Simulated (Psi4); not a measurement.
Internal rotation in C3H8OSi, SMILES CC(=O)C[SiH3]. Scanned: dihedral O3–C2–C4–Si5; all other coordinates were relaxed at GFN2-xTB. Points at φ and −φ are mirror images. Heavy atoms are numbered in the order of the SMILES CC(=O)C[SiH3], hydrogens after them in the order of the atoms that carry them; the mirror image has the same energies with the sign of each dihedral reversed.

Methods: PBE/def2-TZVP // GFN2-xTB (Psi4); PBE-D3(BJ)/def2-TZVP // GFN2-xTB (Psi4); MP2/cc-pVTZ = DF-MP2 (frozen core)/cc-pVTZ // GFN2-xTB (Psi4).

Energies relative to the lowest point of each profile, in eV; the last columns give the difference from MP2:

```
φ / °  PBE/def2-TZVP  PBE-D3(BJ)/def2-TZVP  MP2/cc-pVTZ  PBE/def2-TZVP − MP2/cc-pVTZ  PBE-D3(BJ)/def2-TZVP − MP2/cc-pVTZ
-----  -------------  --------------------  -----------  ---------------------------  ----------------------------------
-165           0.138                 0.134        0.153                       -0.016                              -0.019
-150           0.101                 0.097        0.110                       -0.009                              -0.013
-135           0.063                 0.059        0.068                       -0.005                              -0.009
-120           0.035                 0.032        0.038                       -0.002                              -0.006
-105           0.015                 0.014        0.019                       -0.004                              -0.006
-90            0.000                 0.000        0.000                        0.000                               0.000
-75            0.009                 0.010        0.006                        0.003                               0.005
-60            0.030                 0.035        0.026                        0.004                               0.008
-45            0.050                 0.056        0.041                        0.009                               0.015
-30            0.058                 0.065        0.041                        0.018                               0.024
-15            0.067                 0.074        0.043                        0.024                               0.031
0              0.072                 0.079        0.045                        0.027                               0.034
15             0.067                 0.074        0.043                        0.024                               0.031
30             0.058                 0.065        0.041                        0.018                               0.024
45             0.050                 0.056        0.041                        0.009                               0.015
60             0.030                 0.035        0.026                        0.004                               0.008
75             0.009                 0.010        0.006                        0.003                               0.005
90             0.000                 0.000        0.000                        0.000                               0.000
105            0.015                 0.014        0.019                       -0.004                              -0.006
120            0.035                 0.032        0.038                       -0.002                              -0.006
135            0.063                 0.059        0.068                       -0.005                              -0.009
150            0.101                 0.097        0.110                       -0.009                              -0.013
165            0.138                 0.134        0.153                       -0.016                              -0.019
180            0.156                 0.152        0.173                       -0.018                              -0.021
```

PBE/def2-TZVP is furthest from MP2/cc-pVTZ at 0 (0.027 eV, above); its mean absolute difference over the points is 0.010 eV.

PBE-D3(BJ)/def2-TZVP is furthest from MP2/cc-pVTZ at 0 (0.034 eV, above); its mean absolute difference over the points is 0.014 eV.
